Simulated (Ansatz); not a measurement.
Calculated with Ansatz (gas phase, PBE0-D4/def2-TZVP geometries, no zero-point term in ΔE). CCSD(T)/CBS adds triple-zeta CCSD(T) − MP2 to the extrapolated MP2 energy (def2 sets, frozen cores). This one scheme is used for every species. For Ge outer-core shells are correlated without core-valence functions, which leaves a few kJ/mol of doubt a bond. Scalar relativity is left out up to krypton. One conformer a species, not always the lowest.

`O[CH2][GeH2][SiH3]` + `O[Si]O[SiH3]` → `[SiH3]O[Si]O[SiH3]` + `O[CH2][GeH3]`  (cleavage of the Si–Ge bond)

| level | ΔE (kJ/mol) |
| --- | --- |
| CCSD(T)/def2-TZVPP | -77.7 |
| SCS-MP2/def2-QZVPP | -89.1 |
| MP2/CBS(def2) | -81.4 |
| CCSD/CBS(def2) | -80.9 |

Task: What does CCSD(T)/CBS give? (An estimate is asked.)

Result: Computed: -77.5 kJ/mol. The listed levels differ from it by -0.2, -11.6, -3.9, -3.4 kJ/mol.

Largest T1 diagnostic among the species: 0.014.

From PBE to PBE0 (25 % exact exchange), in def2-TZVPP and without D4, ΔE moves by −7.8 kJ/mol. In def2-TZVPP, CCSD(T) changes the Hartree–Fock value by +29.0 kJ/mol (the triples alone add +3.5 kJ/mol) and MP2 by +25.1 kJ/mol.
